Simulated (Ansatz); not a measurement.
Cost and result for the atomization energy of C2H9PSi (`CC[SiH2]P`) (13 atoms, 12 bonds).

Cartesian coordinates in Å:
```
C 0.216 1.503 -0.787
C -0.135 0.074 -1.189
Si -0.582 -1.032 0.261
P 1.171 -1.152 1.683
H 0.437 2.122 -1.660
H 1.095 1.533 -0.137
H -0.606 1.980 -0.246
H 0.701 -0.390 -1.723
H -0.982 0.068 -1.883
H -1.810 -0.518 0.932
H -0.852 -2.421 -0.204
H 0.443 -1.873 2.667
H 0.905 0.106 2.287
```

Charge 0, multiplicity 1. The structure was optimised at the PBE0-D4/def2-TZVP level. It is one conformer, not always the lowest. Program: Ansatz. All runs use 4 threads of a server CPU on a shared host. Times are those of one run each, without the atoms' runs, and a repeat can differ threefold. Electronic energies, without spin–orbit coupling; frozen cores. CCSD(T)/CBS adds CCSD(T) − MP2 in def2-TZVPP to the MP2 limit, and its time is that of the two runs behind it. T1 = 0.011. B3LYP takes the VWN-RPA correlation (the form of Gaussian; ORCA's B3LYP/G).

CCSD(T)/CBS is a level of theory with its own doubt, some kJ/mol a heavy atom from the limit and from the frozen cores, so smaller differences don't rank the functionals.

```json
{"level": "LDA (SPW92)/def2-TZVPP", "functions": "272", "wall time": "1.4 s", "atomization (kcal/mol)": "1180.9", "difference from CCSD(T)/CBS": "126.9", "per bond": "10.6"}
{"level": "revPBE-D4/def2-TZVPP", "functions": "272", "wall time": "2.2 s", "atomization (kcal/mol)": "1043.9", "difference from CCSD(T)/CBS": "-10.1", "per bond": "-0.8"}
{"level": "PBE0-D4/def2-TZVPP", "functions": "272", "wall time": "3.3 s", "atomization (kcal/mol)": "1053.6", "difference from CCSD(T)/CBS": "-0.4", "per bond": "0.0"}
{"level": "CAM-B3LYP-D4/def2-TZVPP", "functions": "272", "wall time": "3.8 s", "atomization (kcal/mol)": "1059.5", "difference from CCSD(T)/CBS": "5.5", "per bond": "0.5"}
{"level": "CCSD(T)/def2-SVP", "functions": "109", "wall time": "3.8 s", "atomization (kcal/mol)": "994.5", "difference from CCSD(T)/CBS": "-59.5", "per bond": "-5.0"}
{"level": "B3LYP-D4/def2-TZVPP (with forces)", "functions": "272", "wall time": "5.5 s", "atomization (kcal/mol)": "1057.6", "difference from CCSD(T)/CBS": "3.6", "per bond": "0.3"}
{"level": "r2SCANh-D4/def2-TZVPP", "functions": "272", "wall time": "6 s", "atomization (kcal/mol)": "1051.8", "difference from CCSD(T)/CBS": "-2.2", "per bond": "-0.2"}
{"level": "ωB97X-V/def2-TZVPP", "functions": "272", "wall time": "8.5 s", "atomization (kcal/mol)": "1062.2", "difference from CCSD(T)/CBS": "8.2", "per bond": "0.7"}
{"level": "B97M-V/def2-TZVPP", "functions": "272", "wall time": "11 s", "atomization (kcal/mol)": "1061.8", "difference from CCSD(T)/CBS": "7.8", "per bond": "0.7"}
{"level": "ωB97M-V/def2-TZVPP (with forces)", "functions": "272", "wall time": "13 s", "atomization (kcal/mol)": "1059.3", "difference from CCSD(T)/CBS": "5.3", "per bond": "0.4"}
{"level": "MP2/def2-QZVPP", "functions": "524", "wall time": "33 s", "atomization (kcal/mol)": "1040.0", "difference from CCSD(T)/CBS": "-14.0", "per bond": "-1.2"}
{"level": "CCSD(T)/def2-TZVPP", "functions": "272", "wall time": "2.4 min", "atomization (kcal/mol)": "1028.7", "difference from CCSD(T)/CBS": "-25.3", "per bond": "-2.1"}
{"level": "CCSD(T)/CBS(def2)", "functions": "–", "wall time": "2.9 min", "atomization (kcal/mol)": "1054.0", "difference from CCSD(T)/CBS": "0.0", "per bond": "0.0"}
```

The D4 term adds +10.6 kcal/mol with B3LYP and +5.6 kcal/mol with PBE0; it sums over pairs of atoms, weighted by their polarisabilities, and B3LYP, whose exchange is more repulsive, gets the larger term. From PBE to PBE0 (25 % exact exchange), in def2-TZVPP and without D4, the atomization energy moves by −6.2 kcal/mol: exact exchange takes away binding that semilocal exchange gives to molecules. At CCSD(T), def2-SVP lies −59.4 kcal/mol from the extrapolated value and def2-TZVPP −25.2 kcal/mol: correlation converges slowly with the basis, and small sets miss more of it in the bonded molecule than in its fragments.
